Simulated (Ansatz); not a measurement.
`C[Si](N)(O)F` → `C[Si]F` + `NO` at 600 K and 1 bar (silylene formation by 1,1-elimination).

Isolated molecules relaxed with PBE0-D4/def2-TZVP in Ansatz; ΔE leaves out vibrations. CCSD(T)/CBS adds triple-zeta CCSD(T) − MP2 to the extrapolated MP2 energy (def2 sets, frozen cores). This one scheme is used for every species. One conformer a species, not always the lowest.

| species | CCSD(T)/CBS energy (Eh) | H − E (kJ/mol) | S (J/(mol·K)) |
| --- | --- | --- | --- |
| `C[Si](N)(O)F` | -560.59755 | 279.0 | 449.3 |
| `C[Si]F` | -428.74649 | 136.3 | 340.0 |
| `NO` | -131.61350 | 133.5 | 269.8 |

H − E and S are ideal-gas, rigid-rotor, harmonic terms from PBE0-D4/def2-TZVP, for one conformer and one mirror image of each species. 1 Eh = 2625.50 kJ/mol, R = 8.31446 J/(mol·K).

By hand: ΔE, ΔH, ΔS and ΔG.

ΔE = (-428.74649) + (-131.61350) − (-560.59755) = 0.23756 Eh = 623.7 kJ/mol. Δ(H − E) = 136.3 + 133.5 − 279.0 = -9.2, so ΔH = 614.5 kJ/mol. ΔS = 340.0 + 269.8 − 449.3 = 160.5 J/(mol·K). ΔG = 614.5 − 600 × (160.5)/1000 = 518.2 kJ/mol.

By hand: the equilibrium constant, and the temperature at which ΔG would vanish if ΔH and ΔS stayed fixed.

log₁₀ K = −ΔG/(RT ln 10) = -45.1. ΔG = 0 at ΔH/ΔS = 3829 K, far beyond where these terms or the molecules hold.

The number of gas molecules changes by +1, which sets the sign of ΔS. A doubt of 5 kJ/mol in ΔE shifts log₁₀ K by 0.4 here. Other conformers and mirror images would add mixing entropy, several J/(mol·K) or more a flexible species. These are equilibria of isolated gas molecules and say nothing of rates. Largest T1 diagnostic: 0.014 (customary marks: 0.02 for closed shells, 0.045 for open ones).
